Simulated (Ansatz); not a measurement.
Geometry optimisation, RKS PBE-D4/6-31G* (Ansatz).

input.yaml

```yaml
crystal:
  periodic: [false, false, false]
  atoms:
    - { symbol: B, position_ang: [0.0, 0.0, 0.0] }
    - { symbol: H, position_ang: [0.0, 0.0, 1.54] }
    - { symbol: O, position_ang: [1.2211, 0.0, -0.705] }
    - { symbol: H, position_ang: [1.5209, -0.9519, -0.8599] }
    - { symbol: "N", position_ang: [-1.3423, 0.0, -0.775] }
    - { symbol: H, position_ang: [-2.0112, -0.8164, -0.6764] }
    - { symbol: H, position_ang: [-1.5914, 0.8164, -1.4036] }
    - { symbol: Cl, position_ang: [-0.2702, 2.0319, 0.6811] }
    - { symbol: H, position_ang: [-0.1156, 0.8691, 1.6586] }
basis:
  gaussian: { orbitals: "6-31G*" }
hamiltonian:
  xc: pbe
  dispersion: d4
relax:
  f_tol: 0.15
  max_steps: 25
  restrain:
    - { distance: [0, 7], at: 1.86, k: 30.0 }
    - { distance: [8, 1], at: 0.66, k: 30.0 }
    - { distance: [0, 1], at: 2.39, k: 30.0 }
    - { distance: [8, 7], at: 2.57, k: 30.0 }
```

Launched with:

```bash
$ ansatz run input.yaml --threads 1 --pin off --max-ram 2048MiB --backend cpu --events-out ev --progress --plain --runs-dir out
```

**Question.** Where does it end, and by what steps?

**Answer.** The forces met the threshold. The restraints hold the end off the free minimum. After 8 steps the energy has fallen by 3.827 eV (the restraints' own energy left out); H7 moved furthest, 0.77 Å. Parted: Cl8–H9 (1.53 → 2.58 Å).

| step | energy less start (eV) | largest force component (eV/Å) | accepted |
| --- | --- | --- | --- |
| 0 | 0.0000 | 3.108 | yes |
| 1 | -0.9296 | 3.466 | yes |
| 2 | -1.9481 | 3.927 | yes |
| 3 | -2.8551 | 1.986 | yes |
| 4 | -3.3187 | 1.842 | yes |
| 5 | -3.5745 | 1.573 | yes |
| 6 | -3.7509 | 1.578 | yes |
| 7 | -3.8178 | 1.572 | yes |
| 8 | -3.8273 | 1.577 | yes |

```xyz
9
Properties=species:S:1:pos:R:3
B -0.004 0.547 -0.449
H -0.039 -0.088 1.865
O 1.195 -0.118 -0.457
H 1.104 -1.027 -0.801
N -1.256 0.040 -0.854
H -1.429 -0.921 -1.132
H -2.090 0.620 -0.844
Cl 0.059 2.298 0.100
H -0.129 0.598 2.031
```

Run time: 26 s on 1 thread of Arm Neoverse V1 (shared host), peak memory 0.15 GiB.
